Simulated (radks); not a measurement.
The germanium anion Ge4-, [Kr], held by a Watson sphere: a shell of charge +4 at radius R that stands for the Madelung well of a crystal (potential energy -4/R inside, -4/r outside, in hartree with lengths in bohr). All-electron calculation, scalar-relativistic Kohn-Sham, LDA (Slater exchange, VWN5 correlation), spin-polarised, spherical densities, finite nucleus; Fermi nuclear charge, rms radius of each element as measured or else 0.836 A^(1/3) + 0.57 fm. Program: a radial shooting solver on a logarithmic mesh with Libxc functionals. Response by self-consistent Sternheimer equations with the Hartree and adiabatic LDA kernel, the relativistic mass of each level held fixed and spin-orbit coupling left out. The sphere does not respond.

\begin{tabular}{lrrrrrrr}
R (bohr) & e(3d) (eV) & e(4s) (eV) & e(4p) (eV) & <r> 4p (bohr) & sum of <r^2> (bohr^2) & X-ray form factor at sin(theta)/lambda = 0.2 1/angstrom & alpha (bohr^3) \\ \hline
2.37 & -29.058 & -15.141 & -7.308 & 2.620 & 69.32 & 25.710 & 43.87 \\
2.78 & -27.781 & -13.582 & -6.494 & 2.845 & 78.97 & 25.461 & 60.66 \\
2.86 & -27.619 & -13.317 & -6.342 & 2.890 & 80.96 & 25.427 & 64.64 \\
3.76 & -26.719 & -11.081 & -4.872 & 3.402 & 105.5 & 25.285 & 130.6 \\
4.11 & -26.588 & -10.518 & -4.426 & 3.606 & 116.2 & 25.306 & 169.5 \\
4.58 & -26.490 & -9.964 & -3.927 & 3.883 & 131.7 & 25.360 & 236.7 \\
5.14 & -26.444 & -9.537 & -3.458 & 4.216 & 151.9 & 25.427 & 342.0 \\
\end{tabular}
